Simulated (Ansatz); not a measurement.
One change: `C[B](C)[AlH2]` becomes `C[SiH2][B](C)[AlH2]`.

Ansatz, PBE0-D4/def2-TZVP geometries, multiplicity 1. Each molecule was computed in one conformer, which needn't be the lowest.

```csv
property,`C[B](C)[AlH2]`
LUMO energy (B3LYP/def2-TZVPP) / eV,-1.62
size of the dipole moment (ωB97M-V/def2-TZVPP) / D,1.45
HOMO energy (PBE/def2-TZVPP) / eV,-5.61
HOMO–LUMO gap (ωB97M-V/def2-TZVPP) / eV,8.99
HOMO–LUMO gap (PBE0/def2-TZVPP) / eV,5.33
size of the dipole moment (PBE/def2-TZVPP) / D,1.51
```

Question: Give the same properties after the change, and the shifts. (Best estimate.)

Answer: Ansatz gave: 
```json
{"property": "LUMO energy (B3LYP/def2-TZVPP) / eV", "`C[SiH2][B](C)[AlH2]`": "-2.24", "shift": "-0.62"}
{"property": "size of the dipole moment (ωB97M-V/def2-TZVPP) / D", "`C[SiH2][B](C)[AlH2]`": "0.90", "shift": "-0.55"}
{"property": "HOMO energy (PBE/def2-TZVPP) / eV", "`C[SiH2][B](C)[AlH2]`": "-5.53", "shift": "0.08"}
{"property": "HOMO–LUMO gap (ωB97M-V/def2-TZVPP) / eV", "`C[SiH2][B](C)[AlH2]`": "8.50", "shift": "-0.49"}
{"property": "HOMO–LUMO gap (PBE0/def2-TZVPP) / eV", "`C[SiH2][B](C)[AlH2]`": "4.50", "shift": "-0.83"}
{"property": "size of the dipole moment (PBE/def2-TZVPP) / D", "`C[SiH2][B](C)[AlH2]`": "0.91", "shift": "-0.60"}
```

With PBE0 the HOMO rises by 0.14 eV and the LUMO falls by 0.69 eV, so the gap narrows by about 0.83 eV. PBE moves the HOMO by 0.08 eV and ωB97M-V by 0.19 eV. Dipoles are sizes alone; their direction can turn.

B3LYP here is the variant with VWN-RPA as its local correlation; programs differ in this.
